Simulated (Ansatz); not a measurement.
System: SbF2, charge 0, multiplicity 2. It need not be the lowest isomer of its formula. 
Geometry from a B3LYP-D3(BJ)/def2-TZVP (Ansatz, a program for electronic structure) optimisation:
SMILES: [F][Sb][F]
```xyz
3

Sb    -0.1525    -0.1203     0.2760
F     -0.4218     1.4749    -0.7593
F      1.2858    -0.7931    -0.8046
```
Charge 0, spin multiplicity 2.

Basis-set convergence of Hartree-Fock and CCSD(T) correlation energies (hartree) with Ansatz. Valence correlation only, unless marked. Open shells are spin-unrestricted. No spin-orbit coupling. Frozen are the shells of the preceding noble gas and the d and f shells that filled before the atom's block. Past Kr the def2 sets carry scalar-relativistic core potentials.

```
basis        functions       E(HF)  E(corr, CCSD(T))
-----------  ---------  ----------  ----------------
def2-SVPD           78  -438.02441          -0.50021
def2-TZVPPD        136  (withheld)        (withheld)
```

Task: Complete the blanks.

Result: 
- def2-TZVPPD, E(HF): -438.28050
- def2-TZVPPD, E(corr, CCSD(T)): -0.63483
